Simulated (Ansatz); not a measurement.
Calculated with Ansatz (gas phase, PBE0-D4/def2-TZVP geometries, no zero-point term in ΔE). CCSD(T)/CBS adds triple-zeta CCSD(T) − MP2 to the extrapolated MP2 energy (def2 sets, frozen cores). This one scheme is used for every species. Functionals use def2-TZVPP. Each species was taken in one conformer, which may not be the lowest.

Consider the formal hydrolysis of the Si–Cl bond: `N[SiH2]N[SiH](N)Cl` + H₂O → `N[SiH2]N[SiH](N)O` + HCl.

| level | ΔE (kJ/mol) |
| --- | --- |
| B2PLYP | -7.8 |
| HF/CBS(def2) | -6.0 |

Problem. What does CCSD(T)/CBS give? (Estimate.)

Solution. Computed: -2.3 kJ/mol. The listed levels differ from it by -5.5, -3.7 kJ/mol.

Largest T1 diagnostic among the species: 0.011.

The D4 term adds +4.0 kJ/mol with B3LYP and +2.3 kJ/mol with PBE0; it sums over pairs of atoms, weighted by their polarisabilities, and B3LYP, whose exchange is more repulsive, gets the larger term.

B3LYP here is the variant with VWN-RPA as its local correlation; programs differ in this.
